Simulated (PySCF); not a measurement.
## s to d promotion along the 5d series

All values are computed (PySCF 2.14, energy differences of UHF-based or UKS calculations, no spin-orbit coupling). Basis: x2c-TZVPPall, spin-free X2C. Energy of d^(n+1) s¹ above d^n s² in eV (negative where d^(n+1) s¹ lies lower), between high-spin terms; measured values are centres of gravity of the terms (NIST), left out for the 5d series, where spin-orbit coupling mixes the terms.

```csv
element,terms,UHF,LDA,PBE,r2SCAN,PBE0,CCSD(T) (valence)
Hf,4f14 5d2 6s2 (3F) → 4f14 5d3 6s1 (5F),0.954,1.329,1.208,0.926,1.186,1.716
Ta,4f14 5d3 6s2 (4F) → 4f14 5d4 6s1 (6D),0.235,0.617,0.541,0.357,0.503,0.994
W,4f14 5d4 6s2 (5D) → 4f14 5d5 6s1 (7S),-1.144,-0.485,-0.632,-0.962,-0.724,-0.336
Re,4f14 5d5 6s2 (6S) → 4f14 5d6 6s1 (6D),1.821,1.410,1.273,1.178,1.330,1.424
Ir,4f14 5d7 6s2 (4F) → 4f14 5d8 6s1 (4F),0.211,-0.059,-0.059,n/a,-0.076,0.163
Pt,4f14 5d8 6s2 (3F) → 4f14 5d9 6s1 (3D),-0.326,-0.684,-0.566,-0.326,-0.589,-0.445
Au,4f14 5d9 6s2 (2D) → 4f14 5d10 6s1 (2S),-1.734,-1.777,-1.730,-1.626,-1.815,-1.779
```

**Question.** Estimate the missing row, Os.

**Answer.** The calculation gives UHF 0.682; LDA 0.559; PBE 0.438; r2SCAN 0.371; PBE0 0.420; CCSD(T) (valence) 0.720.
